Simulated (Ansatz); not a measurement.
A geometry relaxed with B3LYP-D3(BJ)/def2-TZVP in Ansatz (a quantum-chemistry and plane-wave program), charge 0, multiplicity 1:

```xyz
11

H      3.1999     1.2846    -0.7865
C      1.5295     0.1144     0.1993
H      0.8285    -1.2772     1.6526
C      2.4177     0.7354    -0.3227
F     -2.2953    -0.4719    -1.2926
H     -1.4929    -1.1981     1.0739
C     -0.7891    -0.5877     0.5202
H     -0.6108     0.6503    -1.2253
H     -1.9221     1.1142    -0.1132
C      0.5083    -0.6349     0.8392
C     -1.3736     0.2710    -0.5449
```

Write the SMILES of this molecule.

`C#C/C=C\CF`
